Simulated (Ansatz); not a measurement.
Input for Ansatz (a program for electronic structure): R-CCSD(T)/def2-TZVPP on H2OTe (SMILES O[TeH]), a point of a torsion scan. Elements past Kr take the def2 small-core potentials; no spin–orbit coupling. The run froze 10 orbitals, filled d shells among them.

Ansatz 0.2 input:
```yaml
crystal:
  periodic: [false, false, false]
  atoms:
    - {symbol: O, position_ang: [-1.06986187, 0.27087096, 0.26783823]}
    - {symbol: Te, position_ang: [0.81597016, 0.77293509, -0.14374401]}
    - {symbol: H, position_ang: [-1.39280049, -0.37269349, -0.36230971]}
    - {symbol: H, position_ang: [0.44399315, 1.34486006, -1.64523596]}
basis:
  gaussian:
    orbitals: def2-TZVPP
magnetization: {spin_polarized: false}
correlation: {method: ccsd_t, electrons: outside_noble_gas}
scf: {lower_state_search: off}
```

The log:

```
WARN ansatz: RAYON_NUM_THREADS=1 ignored (pool sized by the plan → 1); use --threads N
Functional definition: HF
these checks for a lower state are left out or cut short: stability, starts, cluster_reference, orbital_swaps, neighbouring_geometries, increment
integrals: 0.14 GiB planned
831 factors; integrals over basis functions are off by at most 6.4e-4 eV
mean field: 0.24 GiB planned
mean field evaluation 1: about -9332.2533 eV, gradient 3.3e1 eV
mean field evaluation 2: about -9332.3869 eV, gradient 3.4e1 eV
mean field evaluation 4: about -9334.5057 eV, gradient 2.5e0 eV
mean field evaluation 8: about -9334.5325 eV, gradient 2.2e-1 eV
mean field -9334.53279371 eV, -343.0377529951 hartree, gradient 3.9e-6 eV, S^2 0.000000; 0 other end points of the search recorded, 0 dependent functions left out
10 core orbitals not correlated
reference -9334.53279371 eV, -343.0377529951 hartree; 7, 7 occupied and 92, 92 virtual orbitals, 831 factors
second order -10.49898206 eV of doubles, -0.00000000 eV of singles
coupled cluster: 0.37 GiB planned
cycle   1  -10.63061703 eV  change   -1.3e-1 eV  update   8.2e-2
cycle   2  -10.92863812 eV  change   -3.0e-1 eV  update   2.7e-2
cycle   3  -11.00597813 eV  change   -7.7e-2 eV  update   1.4e-2
cycle   4  -10.99805286 eV  change    7.9e-3 eV  update   3.7e-3
cycle   5  -10.99874111 eV  change   -6.9e-4 eV  update   2.0e-3
cycle   6  -10.99936641 eV  change   -6.3e-4 eV  update   8.0e-4
cycle   7  -10.99900529 eV  change    3.6e-4 eV  update   4.4e-4
cycle   8  -10.99903470 eV  change   -2.9e-5 eV  update   2.0e-4
cycle   9  -10.99909964 eV  change   -6.5e-5 eV  update   9.6e-5
cycle  10  -10.99904726 eV  change    5.2e-5 eV  update   4.3e-5
cycle  11  -10.99907608 eV  change   -2.9e-5 eV  update   1.7e-5
cycle  12  -10.99907699 eV  change   -9.1e-7 eV  update   5.5e-6
perturbative correction -0.41823162 eV, -0.0153697284 hartree
Total energy: -9345.95010232 eV, -343.4573313476 hartree
Checks for a lower state left out: stability, starts, cluster_reference, orbital_swaps, neighbouring_geometries, increment
```

Self-consistency was reached.

Cost: around 5 core-seconds (rough).
